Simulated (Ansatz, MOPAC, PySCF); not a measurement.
System: H4SiNO, charge 0, multiplicity 2. SMILES: N[SiH2][O]
Geometry from a B3LYP-D3(BJ)/def2-TZVP (Ansatz, a first-principles code) optimisation:
```
Si
O 1 1.6587
N 1 1.7035 2 120.52
H 3 1.0074 1 121.37 2 -89.56
H 3 1.0077 4 111.70 1 -156.91
H 1 1.4801 2 107.61 3 -122.42
H 1 1.4879 6 114.18 2 107.94
```
Charge 0, spin multiplicity 2.

Unscaled harmonic wavenumbers (cm⁻¹) in rising order, each level at the stationary point that it reaches from this structure (no distance between atoms moves by over 0.3 Å); the order of modes can differ between levels, and a negative number is imaginary. B3LYP-D3(BJ)/def2-TZVP (PySCF, at the structure above): 131, 279, 381, 440, 623, 764, 847, 866, 893, 953, 1590, 2176, 2225, 3575, 3663.

PM7 (MOPAC): 139, 263, 407, 433, 614, 677, 799, 802, 905, 937, 1612, 2159, 2313, 2760, 2808. Zero-point energy 25.2 against 27.7 kcal/mol; where all levels lie over 400 cm⁻¹, the wavenumbers are on average 0.942 times those of B3LYP-D3(BJ)/def2-TZVP.

HF/3-21G (Ansatz): 98, 328, 427, 654, 740, 825, 937, 971, 1009, 1056, 1785, 2330, 2331, 3745, 3844. Zero-point energy 30.1 against 27.7 kcal/mol; where all levels lie over 400 cm⁻¹, the wavenumbers are on average 1.130 times those of B3LYP-D3(BJ)/def2-TZVP.

HF/6-31G* (Ansatz): 119, 307, 443, 516, 707, 819, 933, 981, 988, 1033, 1765, 2420, 2423, 3802, 3897. Zero-point energy 30.2 against 27.7 kcal/mol; where all levels lie over 400 cm⁻¹, the wavenumbers are on average 1.104 times those of B3LYP-D3(BJ)/def2-TZVP.

B3LYP/6-31G* (Ansatz): 83, 287, 399, 439, 635, 757, 835, 877, 910, 957, 1627, 2226, 2244, 3564, 3656. Zero-point energy 27.9 against 27.7 kcal/mol; where all levels lie over 400 cm⁻¹, the wavenumbers are on average 1.007 times those of B3LYP-D3(BJ)/def2-TZVP.
